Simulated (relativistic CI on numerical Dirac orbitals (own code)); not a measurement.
## Electric-dipole transitions in Yb L

Calculated at this level of theory: Dirac-Coulomb-Breit CI, orbitals from a KLI potential per configuration, model QED (radiative potential, 1s self-energy scaled to tabulated hydrogen-like ionisation energies), unscaled Slater integrals (own radial code, finite nucleus).

Configuration list (outside the closed core [Ne]): 3s²3p⁶3d³, 3s²3p⁵3d⁴, 3s3p⁶3d⁴, 3s²3p⁶3d²4s, 3s²3p⁶3d²4p, 3s²3p⁶3d²4d, 3s²3p⁵3d³4s, 3s²3p⁶3d²4f, 3s²3p⁵3d³4p, 3s3p⁶3d³4s, 3p⁶3d⁴4p, 3s3p⁶3d³4p, 3s²3p⁶3d4s4p, 3s²3p⁶3d²5s, 3s3p⁶3d³4d, 3s²3p⁶3d²5p, 3s²3p⁶3d4p4d, 3s²3p⁶3d²5f, 3s3p⁶3d²4s4p, 3p⁶3d⁵, 3p⁵3d⁶, 3p⁵3d⁵4s, 3p⁶3d⁴4s, 3p⁵3d⁴4s², 3s²3p⁶3d4s², 3s²3p⁶4s²4p, 3s²3p⁶4s²4d, 3s²3p⁶3d4p², 3s²3p⁶4s4p², 3s²3p⁶4p³, 3s²3p⁶4p²4d, 3s²3p⁵3d4s4p². Double excitations out of closed p, d and f shells are left out; levels of such configurations are missing from the list, as are those of other unlisted configurations, and high levels can miss mixing partners. These lack a partner that the ground configuration has and come out too high: 3s²3p⁵3d³4p.

| λ vac (Å) | Lower | Upper | A (s⁻¹) | gf | Branching (%) |
| --- | --- | --- | --- | --- | --- |
| 21.482 | 3s²3p⁶3d³ ²G7/2 [4] | 3s²3p⁵3d⁴ ⁴D°5/2 [151] | 2.09e+12 | 8.69e-01 | 40.8 |
| 21.632 | 3s²3p⁶3d³ ²H9/2 [5] | 3s²3p⁵3d⁴ ²G°7/2 [147] | 2.51e+12 | 1.41e+00 | 64.6 |
| 21.730 | 3s²3p⁶3d³ ²H9/2 [5] | 3s²3p⁵3d⁴ ²G°7/2 [144] | 1.42e+12 | 8.03e-01 | 48.8 |
| 21.883 | 3s²3p⁶3d³ ⁴F7/2 [8] | 3s²3p⁵3d⁴ ²F°5/2 [160] | 2.35e+12 | 1.01e+00 | 65.3 |
| 21.901 | 3s²3p⁶3d³ ²H11/2 [12] | 3s²3p⁵3d⁴ ²G°9/2 [168] | 2.43e+12 | 1.74e+00 | 96.4 |
| 22.138 | 3s²3p⁶3d³ ⁴F3/2 [1] | 3s²3p⁵3d⁴ ⁴D°1/2 [137] | 5.35e+12 | 7.86e-01 | 98.9 |
| 22.199 | 3s²3p⁶3d³ ²G9/2 [17] | 3s²3p⁵3d⁴ ²F°7/2 [188] | 3.51e+12 | 2.07e+00 | 93.0 |
| 22.265 | 3s²3p⁶3d³ ²H11/2 [12] | 3s²3p⁵3d⁴ ²H°11/2 [163] | 3.66e+12 | 3.26e+00 | 81.5 |
| 22.402 | 3s²3p⁶3d³ ²D5/2 [7] | 3s²3p⁵3d⁴ ⁴D°5/2 [151] | 2.16e+12 | 9.75e-01 | 42.0 |
| 22.534 | 3s²3p⁶3d³ ²G9/2 [17] | 3s²3p⁵3d⁴ ²H°11/2 [186] | 2.22e+12 | 2.02e+00 | 98.8 |
| 22.879 | 3s²3p⁶3d³ ⁴F5/2 [2] | 3s²3p⁵3d⁴ ⁴D°3/2 [139] | 1.97e+12 | 6.17e-01 | 70.2 |
| 22.939 | 3s²3p⁶3d³ ²G7/2 [4] | 3s²3p⁵3d⁴ ⁴F°7/2 [142] | 1.40e+12 | 8.86e-01 | 61.5 |
| 22.983 | 3s²3p⁶3d³ ²H9/2 [5] | 3s²3p⁵3d⁴ ²H°9/2 [141] | 2.12e+12 | 1.68e+00 | 86.4 |
| 33.316 | 3s²3p⁶3d³ ²H11/2 [12] | 3s²3p⁵3d⁴ ²G°9/2 [122] | 1.16e+12 | 1.93e+00 | 91.5 |
| 33.379 | 3s²3p⁶3d³ ⁴F3/2 [1] | 3s²3p⁵3d⁴ ²D°3/2 [40] | 1.34e+12 | 8.96e-01 | 99.7 |
| 33.936 | 3s²3p⁶3d³ ²H9/2 [5] | 3s²3p⁵3d⁴ ²H°9/2 [78] | 1.05e+12 | 1.81e+00 | 83.6 |
| 34.052 | 3s²3p⁶3d³ ²G7/2 [4] | 3s²3p⁵3d⁴ ⁴G°7/2 [75] | 1.01e+12 | 1.41e+00 | 83.0 |
| 34.276 | 3s²3p⁶3d³ ⁴F3/2 [1] | 3s²3p⁵3d⁴ ⁴G°5/2 [34] | 1.09e+12 | 1.15e+00 | 99.6 |
| 34.405 | 3s²3p⁶3d³ ⁴F9/2 [9] | 3s²3p⁵3d⁴ ²H°9/2 [109] | 8.49e+11 | 1.51e+00 | 83.3 |
| 34.809 | 3s²3p⁶3d³ ²H11/2 [12] | 3s²3p⁵3d⁴ ²H°11/2 [113] | 8.15e+11 | 1.78e+00 | 87.0 |

Terms are leading LS components. Brackets give the number of a level in order of energy, since labels repeat. The list gives strong lines, with weight on those to low levels, without lines whose two gauges differ by over a factor of 2.5, among the lowest 400 of 3779 levels, so that lines to higher ones, which can be the strongest, are missing. Levels whose partners in the same complex of configurations lie outside the list can be far off, and so can their lines. Rates are taken at the computed energies, electric ones in the length gauge.

At this charge energies of transitions that change n are usually good to better than 1 %, and those within a shell (Δn = 0) to a few per cent.

LS names give the leading component of a level, which can be under half, so a name can repeat, a term be missing and a line seem to break the LS rules.
